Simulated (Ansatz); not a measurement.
Calculated with Ansatz (gas phase, PBE0-D4/def2-TZVP geometries, no zero-point term in ΔE). CCSD(T)/CBS is the MP2 limit (def2-TZVPP, def2-QZVPP) plus CCSD(T) − MP2 in def2-TZVPP, frozen cores. This one scheme is used for every species. Functionals use def2-TZVPP. One conformer a species, not always the lowest.

Consider the cleavage of the Si–Si bond: `C[SiH2][SiH2][AlH2]` + `SS` → `C[SiH2]SS` + `[AlH2][SiH3]`.

```
 level  ΔE (kJ/mol)
r2SCAN        -51.2
  PBE0        -46.3
```

(1) What does CCSD(T)/CBS give? (Estimate.)

Largest T1 diagnostic among the species: 0.012.

Answers

(1) The calculation gave: -55.2 kJ/mol. The listed levels differ from it by 4.0, 8.9 kJ/mol.
